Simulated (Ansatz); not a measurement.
A single point on CH10B2Si2 (`B[SiH2]CB[SiH3]`).

```yaml
crystal:
  periodic: [false, false, false]
  atoms:
    - {symbol: B, position_ang: [-1.079363, 1.041109, 0.641585]}
    - {symbol: Si, position_ang: [-0.254711, -0.756539, 1.044193]}
    - {symbol: C, position_ang: [1.596727, -0.626399, 0.470277]}
    - {symbol: B, position_ang: [1.133892, -0.732507, -0.962031]}
    - {symbol: Si, position_ang: [-0.392468, 0.520547, -1.431902]}
    - {symbol: H, position_ang: [-0.430219, 1.804328, 1.312737]}
    - {symbol: H, position_ang: [-2.267280, 1.047734, 0.810743]}
    - {symbol: H, position_ang: [-0.910190, -1.913696, 0.360460]}
    - {symbol: H, position_ang: [-0.278500, -1.051606, 2.503835]}
    - {symbol: H, position_ang: [1.768495, 0.375724, 0.876092]}
    - {symbol: H, position_ang: [2.296905, -1.354906, 0.873220]}
    - {symbol: H, position_ang: [1.419218, -1.632848, -1.696164]}
    - {symbol: H, position_ang: [-0.013034, 1.630280, -2.356612]}
    - {symbol: H, position_ang: [-1.615643, -0.118638, -1.971817]}
    - {symbol: H, position_ang: [-0.995631, 1.716618, -0.445115]}
basis:
  gaussian: {orbitals: def2-QZVPP}
correlation: {method: mp2}
```

```sh
$ ansatz run in.yaml --threads 4 --pin off --events-out ev --progress --plain --max-ram 10444MiB
```

Output, abridged:

```
Functional definition: HF
3569 factors; integrals over basis functions are off by at most 9.2e-4 eV
mean field evaluation 1: about -18251.9965 eV, gradient 3.6e1 eV
mean field evaluation 2: about -18252.1589 eV, gradient 3.6e1 eV
mean field evaluation 4: about -18256.6301 eV, gradient 4.3e0 eV
mean field evaluation 8: about -18256.7188 eV, gradient 2.4e-1 eV
mean field -18256.71925304 eV, -670.9220577006 hartree, gradient 3.7e-6 eV, S^2 0.000000; 0 other end points of the search recorded, 0 dependent functions left out
13 core orbitals not correlated: weight in the atoms' cores, before any rotation towards them, 1.000 or more for the frozen orbitals, at most 0.000 for the correlated occupied ones
reference -18256.71925304 eV, -670.9220577006 hartree; 14, 14 occupied and 584, 584 virtual orbitals, 3569 factors
second order -19.37789112 eV of doubles, -0.00000000 eV of singles
Total energy: -18276.09714416 eV, -671.6341820644 hartree
```

Run time 23 s (4 threads of an Intel Xeon 6975P-C on a shared host); peak host memory 5.8 GiB.
